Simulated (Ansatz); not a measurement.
A geometry relaxed with B3LYP-D3(BJ)/def2-TZVP in Ansatz (a program for electronic structure), charge 0, multiplicity 1:

```xyz
8

H      2.3816     1.1468     0.7048
C     -1.1268    -0.4991     0.2967
Si     0.6430    -0.1066    -0.1963
H     -1.7407    -1.1428    -0.3414
H     -1.0031     0.5411     1.8765
H      1.0820    -0.7314    -1.4713
N      1.4266     0.8389     0.8174
N     -1.6625    -0.0468     1.3561
```

### Question
Write the SMILES of this molecule.

### Answer
`[H]/N=C\[SiH]=N\[H]`
